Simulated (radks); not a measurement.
Values are calculated unless marked as measured or tabulated.
Problem. Species: Mn3.5+. Configuration: [Ar] 3d2.5 4s1 (fractional occupations, a model configuration). Level of theory: Dirac Kohn-Sham, PBE, spin-unpolarised, spherical densities, point nucleus; open shells are shared between the two j in proportion to 2j + 1 (a radial shooting solver on a logarithmic mesh with Libxc functionals).

Spin-orbit splittings of the eigenvalues, e(l+1/2) - e(l-1/2), with zeta = 2 splitting/(2l+1) and mean radii in bohr:

shell  occ.  splitting (eV)  zeta (eV)  <r> j=l-1/2  <r> j=l+1/2
2p        6           10.42      6.946       0.2451       0.2480
3p        6               ?          ?       0.8598       0.8674
3d      2.5          0.1657    0.06626       0.9512       0.9537

Estimate the 3p splitting.

Solution. 1.384 eV (zeta = 0.9225 eV).
